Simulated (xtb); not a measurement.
C5H3Br, SMILES C#CC=C=CBr. All values are semi-empirical tight-binding results from xtb (GFN2-xTB unless named), good for trends rather than for accurate numbers. Coordinates come from a GFN2-xTB optimisation. The structure was generated by enumeration, and PubChem lists no compound with its InChIKey, so it may never have been made.

### Question
Estimate the properties. (The exact figures need the calculation; the answer reports its results.)

### Answer

```json
{
  "orbital_gap": "3.52 eV",
  "zero_point_energy": "33.9 kcal/mol",
  "G − E(el) at 298.15 K (modified RRHO)": "13.6 kcal/mol",
  "static polarisability (D4 model)": "73.4 bohr³",
  "solvation energy, GFN2-xTB/ALPB(water)": "-2.8 kcal/mol",
  "solvation energy, GFN2-xTB/ALPB(hexane)": "-6.0 kcal/mol"
}
```
